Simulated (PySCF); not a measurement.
## Mayer bond orders and bond lengths

Compound: C5H12OSSi.
Atom-mapped SMILES: `[CH2:1]=[C:2]([CH3:3])[CH2:4][Si@@H:5]([SH:6])[O:7][CH3:8]` (hydrogens: H9, H10 on C1; H11, H12, H13 on C3; H14, H15 on C4; H16 on Si5; H17 on S6; H18, H19, H20 on C8)

Geometry (GFN2-xTB, Å), atoms numbered from 1 in this order:
```xyz
20
C5H12OSSi angstrom
C     -2.2978    1.2623    0.1577
C     -1.7849    0.0417    0.0917
C     -2.3546   -1.0174   -0.7998
C     -0.5669   -0.3515    0.8603
Si     0.9899   -0.1487   -0.2043
S      1.1597    1.8813   -0.9069
O      2.2170   -0.4783    0.7917
C      3.5805   -0.2505    0.5777
H     -3.1610    1.5506   -0.4178
H     -1.8872    2.0166    0.8081
H     -1.5961   -1.3682   -1.4981
H     -2.6788   -1.8718   -0.2065
H     -3.2057   -0.6420   -1.3616
H     -0.6421   -1.3899    1.1775
H     -0.4700    0.2630    1.7555
H      1.0195   -0.9967   -1.3977
H     -0.1431    2.0918   -1.0145
H      3.9662   -0.9383   -0.1773
H      3.7509    0.7736    0.2400
H      4.0994   -0.4168    1.5214
```

Bond orders from the PBE0/pcSseg-1 density (PySCF). Isolated species at its GFN2-xTB geometry (one conformer only).

Task: Where do the orders between heavy atoms depart from those drawn in the SMILES?

Result: The largest departure is 0.123, at C4–Si5 (drawn single, 0.877). Drawn single, order below 0.88: C4–Si5 (0.877).

Task: Give the Mayer order of every bond between heavy atoms, beside its length.

Result: 
```
  bond  drawn as  length (Å)  Mayer order
 C1–C2    double       1.326        1.940
 C2–C3    single       1.497        1.043
 C2–C4    single       1.493        1.029
C4–Si5    single       1.897        0.877
Si5–S6    single       2.155        0.997
Si5–O7    single       1.614        1.019
 O7–C8    single       1.399        0.888
```

By pair of heavy elements: C–C: lowest C2–C4 (1.029, 1.493 Å), highest C1–C2 (1.940, 1.326 Å).

Task: And the bonds to hydrogen?

Result: C–H: 0.94 to 0.97 (10 bonds); H–Si: 0.89 (1 bond); H–S: 0.91 (1 bond).

Task: Sum the orders of all bonds at each heavy atom with more than one neighbour and set the sums beside the valence in the SMILES.

Result: C1 3.830 (drawn 4), C2 4.012 (drawn 4), C3 3.896 (drawn 4), C4 3.780 (drawn 4), Si5 3.785 (drawn 4), S6 1.904 (drawn 2), O7 1.907 (drawn 2), C8 3.786 (drawn 4). Orders between atoms that aren't bonded are not in these sums.

For a closed shell the Mayer order of atoms A and B is Σ (PS)μν (PS)νμ over the basis functions μ on A and ν on B, with P the density and S the overlap matrix.
